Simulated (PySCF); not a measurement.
How methods differ on the excitation energy of Br

Br [Ar] 3d10 4s2 4p5 (2P) → Br [Ar] 3d10 4s1 4p6 (2S), as a difference of total energies. Computed with PySCF 2.14 in dyall-av2z, with the non-relativistic Hamiltonian (point nucleus). Correlated levels: valence: [Ar] 3d10 frozen; virtual orbitals above 40 to 60 times the deepest correlated orbital energy dropped. The calculations carry no spin-orbit coupling.

```tsv
method	excitation energy (eV)
UHF	14.380
LDA	11.520
PBE	11.579
PBE0	12.293
r2SCAN	12.122
BP86	11.587
B97-3	12.253
PBEsol	11.553
B3LYP	12.148
MP2 (valence)	12.272
SCS-MP2 (valence)	12.024
```

**Question.** How much does correlation contribute at MP2 (valence)?

**Answer.** 12.272 − (14.380) = -2.108 eV, measured against UHF.

A first-order spin-orbit estimate (lowest level to lowest level, LS coupling) adds 0.132 eV.

The upper state lies above the first ionisation limit, where it may autoionise and the basis confines it.
